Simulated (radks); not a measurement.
Results of a calculation; reference values are marked as such.
All-electron atom: neutral nickel in [Ar] 3d8 4s2 (the NIST ground configuration).

Code: a radial shooting solver on a logarithmic mesh with Libxc functionals. Model: scalar-relativistic Kohn-Sham, PBE, spin-polarised, spherical densities, finite nucleus; open shells are filled with parallel spins first; Fermi nuclear charge, rms radius 3.7757 fm.

Energy parts (hartree):
part                       energy
total                 -1520.56757
kinetic                1541.67644
electron-nucleus      -3649.56421
Hartree                 650.59077
exchange-correlation    -63.27057

Orbitals (lengths in bohr, moments of r in powers of bohr; r(max) is where P^2 peaks; r(90%) holds 90 % of the orbital's charge):
[
 {"orbital": "1s down", "occ.": "1", "eigenvalue (hartree)": "-301.7858", "r(90%)": "0.0966", "r(max)": "0.03540", "<r^4>": "0.00003983", "<r>": "0.05409"},
 {"orbital": "1s up", "occ.": "1", "eigenvalue (hartree)": "-301.7858", "r(90%)": "0.0966", "r(max)": "0.03540", "<r^4>": "0.00003983", "<r>": "0.05409"},
 {"orbital": "2s up", "occ.": "1", "eigenvalue (hartree)": "-36.09636", "r(90%)": "0.379", "r(max)": "0.2046", "<r^4>": "0.008739", "<r>": "0.2450"},
 {"orbital": "2s down", "occ.": "1", "eigenvalue (hartree)": "-36.05564", "r(90%)": "0.379", "r(max)": "0.2045", "<r^4>": "0.008711", "<r>": "0.2448"},
 {"orbital": "2p up", "occ.": "3", "eigenvalue (hartree)": "-31.05153", "r(90%)": "0.352", "r(max)": "0.1649", "<r^4>": "0.006571", "<r>": "0.2154"},
 {"orbital": "2p down", "occ.": "3", "eigenvalue (hartree)": "-31.02089", "r(90%)": "0.352", "r(max)": "0.1648", "<r^4>": "0.006543", "<r>": "0.2152"},
 {"orbital": "3s up", "occ.": "1", "eigenvalue (hartree)": "-4.11835", "r(90%)": "1.11", "r(max)": "0.6391", "<r^4>": "0.6497", "<r>": "0.7394"},
 {"orbital": "3s down", "occ.": "1", "eigenvalue (hartree)": "-4.03521", "r(90%)": "1.11", "r(max)": "0.6396", "<r^4>": "0.6566", "<r>": "0.7408"},
 {"orbital": "3p up", "occ.": "3", "eigenvalue (hartree)": "-2.65979", "r(90%)": "1.20", "r(max)": "0.6465", "<r^4>": "0.9019", "<r>": "0.7774"},
 {"orbital": "3p down", "occ.": "3", "eigenvalue (hartree)": "-2.57841", "r(90%)": "1.21", "r(max)": "0.6473", "<r^4>": "0.9199", "<r>": "0.7800"},
 {"orbital": "3d up", "occ.": "5", "eigenvalue (hartree)": "-0.35893", "r(90%)": "1.75", "r(max)": "0.6283", "<r^4>": "5.355", "<r>": "0.9954"},
 {"orbital": "3d down", "occ.": "3", "eigenvalue (hartree)": "-0.28634", "r(90%)": "1.84", "r(max)": "0.6325", "<r^4>": "6.977", "<r>": "1.034"},
 {"orbital": "4s up", "occ.": "1", "eigenvalue (hartree)": "-0.21352", "r(90%)": "4.27", "r(max)": "2.212", "<r^4>": "144.4", "<r>": "2.773"},
 {"orbital": "4s down", "occ.": "1", "eigenvalue (hartree)": "-0.20074", "r(90%)": "4.40", "r(max)": "2.267", "<r^4>": "162.1", "<r>": "2.849"}
]

The highest occupied level is 4s down at -5.462 eV. The electron density at the nucleus is 1.979e+04 e/bohr^3 (large components only). Summed over all electrons, <r^2> = 35.66 bohr^2, which gives a Langevin (diamagnetic) susceptibility term of -28.2 x 10^-6 cm^3/mol.
